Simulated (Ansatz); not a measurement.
Job for Ansatz (a quantum-chemistry and plane-wave program): R-CCSD(T)/def2-TZVPPD on HCl (SMILES Cl). The basis file is the Basis Set Exchange's JSON of that set.

Ansatz 0.2 input:
```yaml
crystal:
  periodic: [false, false, false]
  atoms:
    - {symbol: Cl, position_ang: [-0.00000000, -0.00000000, 0.64100645]}
    - {symbol: H, position_ang: [0.00000000, 0.00000000, -0.64100645]}
basis:
  gaussian:
    orbitals: def2-TZVPPD.json
magnetization: {spin_polarized: false}
correlation: {method: ccsd_t, electrons: outside_noble_gas}
scf: {lower_state_search: off}
```

**Question.** Predict the final total energy.

**Answer.** -460.3338 hartree (reference determinant -460.0999, T1 diagnostic 0.006).
